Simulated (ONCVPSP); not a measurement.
Transferability test, ONCV potential for cerium

| Property | Result |
| --- | --- |
| Element | cerium (Ce) |
| Generator | ONCVPSP 4.0.1 |
| Type | optimised norm-conserving Vanderbilt (ONCV) |
| Functional | PBE |
| Relativity | scalar-relativistic |
| Frozen core | [Kr] 4d10 4f1 |
| Valence charge | 11 |
| Reference configuration | 5s2 5p6 5d1 6s1.5 (charge +0.5) |
| Partial waves | 5s+6s: rc 2.25 bohr, ncon 5, nbas 8, qcut 4 1/bohr, 2 projectors; 5p: rc 1.70 bohr, ncon 4, nbas 7, qcut 4.8 1/bohr, 2 projectors, debl 3.7 Ha; 5d: rc 2.90 bohr, ncon 3, nbas 7, qcut 4.6 1/bohr, 2 projectors, debl 0.7 Ha |
| Local potential | polynomial inside 1.60 bohr (lpopt 2, dvloc0 3 Ha) |
| Core correction | Teter function, fcfact 2.5, rcfact 1.25 |

Energies are relative to the spin-unpolarised reference configuration 5s2 5p6 5d1 6s1.5; without spin polarisation the order of configurations can differ from experiment.

```json
{"valence configuration": "5s2 5p6 5d1 6s2", "charge": "0", "ΔE all-electron (eV)": "-2.442", "error AE − PS (meV)": "+0.5"}
{"valence configuration": "5s2 5p6 5d1 6s1", "charge": "+1", "ΔE all-electron (eV)": "3.629", "error AE − PS (meV)": "-0.7"}
{"valence configuration": "5s2 5p6 5d1 6s0", "charge": "+2", "ΔE all-electron (eV)": "14.710", "error AE − PS (meV)": "-2.4"}
{"valence configuration": "5s2 5p6 5d1.5 6s1.5", "charge": "0", "ΔE all-electron (eV)": "-2.045", "error AE − PS (meV)": "-2.1"}
```

Levels in the configuration 5s2 5p6 5d1 6s2:

```json
{"level": "5s", "all-electron (eV)": "-40.590", "pseudo (eV)": "-40.580"}
{"level": "5p", "all-electron (eV)": "-23.225", "pseudo (eV)": "-23.221"}
{"level": "5d", "all-electron (eV)": "-3.059", "pseudo (eV)": "-3.059"}
{"level": "6s", "all-electron (eV)": "-3.745", "pseudo (eV)": "-3.745"}
```
